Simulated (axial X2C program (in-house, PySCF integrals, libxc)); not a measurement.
Outer orbitals of AlCu at 2.371 Å, HF

Computed with an in-house relativistic program for diatomic molecules. Spin-free means the one-electron spin-free X2C Hamiltonian; two-component (2c) means X2C with spin–orbit coupling and atomic mean-field two-electron Coulomb and Gaunt terms, so the difference of the two also holds small scalar two-electron terms. Basis: Cu dyall-cv3z [9s9p6d3f2g], Al dyall-v3z [8s8p2d1f] (cores contracted in-house); Gaussian nuclei, density fitting, unrestricted open shells. Masses: Cu 62.930 u, Al 26.982 u.

The distance is close to the 2c PBE0 minimum; the highest filled and lowest empty levels are listed.

Spin-free orbitals, state M_S = 0, Λ = 0 (closed shell) (Löwdin shares):

```tsv
symmetry	occupied	ε (eV)	atomic character
σα	yes	-13.38	85% Cu d, 10% Al s
δ+α	yes	-13.04	100% Cu d
δ-α	yes	-13.04	100% Cu d
π+α	yes	-12.99	99% Cu d
π-α	yes	-12.99	99% Cu d
σα	yes	-10.98	57% Al s, 18% Cu s, 15% Cu d
σα	yes	-5.89	59% Al p, 28% Cu s, 8% Al s
π+α	no	0.40	59% Al p, 40% Cu p
π-α	no	0.40	59% Al p, 40% Cu p
σα	no	0.83	47% Cu p, 32% Cu s, 14% Al p
π-α	no	1.98	60% Cu p, 35% Al p, 3% Al d
π+α	no	1.98	60% Cu p, 35% Al p, 3% Al d
```

One partner of each degenerate Kramers or spin pair is listed.

Spinors with spin–orbit coupling (state Ω = 0):

```json
{"ω": "1/2", "occupied": "yes", "ε (eV)": "-13.46", "atomic character": "88% Cu d, 8% Al s", "λ mixture": "85% σ, 15% π"}
{"ω": "3/2", "occupied": "yes", "ε (eV)": "-13.25", "atomic character": "100% Cu d", "λ mixture": "84% δ, 16% π"}
{"ω": "1/2", "occupied": "yes", "ε (eV)": "-13.00", "atomic character": "96% Cu d, 2% Al s", "λ mixture": "85% π, 15% σ"}
{"ω": "5/2", "occupied": "yes", "ε (eV)": "-12.90", "atomic character": "100% Cu d", "λ mixture": "100% δ"}
{"ω": "3/2", "occupied": "yes", "ε (eV)": "-12.86", "atomic character": "99% Cu d", "λ mixture": "84% π, 16% δ"}
{"ω": "1/2", "occupied": "yes", "ε (eV)": "-10.98", "atomic character": "57% Al s, 18% Cu s, 16% Cu d", "λ mixture": "100% σ"}
{"ω": "1/2", "occupied": "yes", "ε (eV)": "-5.89", "atomic character": "59% Al p, 28% Cu s, 8% Al s", "λ mixture": "100% σ"}
{"ω": "1/2", "occupied": "no", "ε (eV)": "0.40", "atomic character": "59% Al p, 40% Cu p", "λ mixture": "100% π"}
{"ω": "3/2", "occupied": "no", "ε (eV)": "0.41", "atomic character": "59% Al p, 40% Cu p", "λ mixture": "100% π"}
{"ω": "1/2", "occupied": "no", "ε (eV)": "0.83", "atomic character": "48% Cu p, 32% Cu s, 14% Al p", "λ mixture": "100% σ"}
{"ω": "1/2", "occupied": "no", "ε (eV)": "1.98", "atomic character": "60% Cu p, 35% Al p, 3% Al d", "λ mixture": "100% π"}
{"ω": "3/2", "occupied": "no", "ε (eV)": "1.98", "atomic character": "60% Cu p, 35% Al p, 3% Al d", "λ mixture": "100% π"}
```

One partner of each degenerate Kramers or spin pair is listed.

Mulliken charges and populations of the two-component result (they depend on the basis, above all on diffuse functions):

Cu -0.03 e (s 7.03 p 12.06 d 9.93), Al 0.03 e (s 5.85 p 7.07 d 0.05 f 0.01).

The state is a single determinant with fixed occupations, the lowest that a limited PBE0 search found.
